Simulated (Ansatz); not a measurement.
Spectroscopic constants of BRh, multiplicity 3 (an upper state: multiplicity 1 came lower at CCSD(T)/def2-TZVPP on PBE0 minima). No spin–orbit coupling.

The constants come from a fifth-degree fit in 1/R (seven points, main isotopes). Runs in def2 and cc sets follow the lowest solution found near the PBE0 minimum.

Correlated levels freeze the inner cores; with def2 sets outer-core shells near the valence are correlated too.

Codes used: Ansatz (a program for electronic structure).  In def2 rows elements past Kr take small-core potentials, without spin–orbit coupling.

Energies at CCSD(T)/def2-TZVPP:

```csv
R (Å),E (hartree)
1.633961,-135.02722020
1.677885,-135.03323031
1.718294,-135.03639699
1.763975,-135.03771785
1.809656,-135.03705064
1.862364,-135.03430688
1.923857,-135.02907997
```

With a reduced mass of 9.9453 u, find the minimum, the force constant and the constants.

A fifth-degree polynomial in 1/R puts the minimum at r_e = 1.7701 Å with force constant 403 N/m. Then ω_e = (1/2πc)√(k/μ) = 829 cm⁻¹ and B_e = h/(8π²cμr_e²) = 0.5410 cm⁻¹; the cubic and quartic terms give α_e = 0.0034 and ω_e x_e = 4.2 cm⁻¹.
